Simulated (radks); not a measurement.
O+, 7 electrons, occupied as [He] 2s2 2p3. Method: non-relativistic Kohn-Sham, LDA (Slater exchange, Perdew-Wang correlation), spin-unpolarised, spherical densities, point nucleus; computed with a radial shooting solver on a logarithmic mesh with Libxc functionals.

Unscreened Slater integrals over Kohn-Sham orbitals (cm^-1).

integral,value
"F0(2p,2p)",182990
"F2(2p,2p)",82624
"F0(2p,2s)",182130
"G1(2p,2s)",110540
"F0(2p,1s)",262450
"G1(2p,1s)",29528
"F0(2s,2s)",182710
"F0(2s,1s)",259410
"G0(2s,1s)",19435
"F0(1s,1s)",1030200

Derived for the open shells (J is the average intra-shell exchange parameter used in DFT+U). 2p: J = F2/5 = 16520 cm^-1.
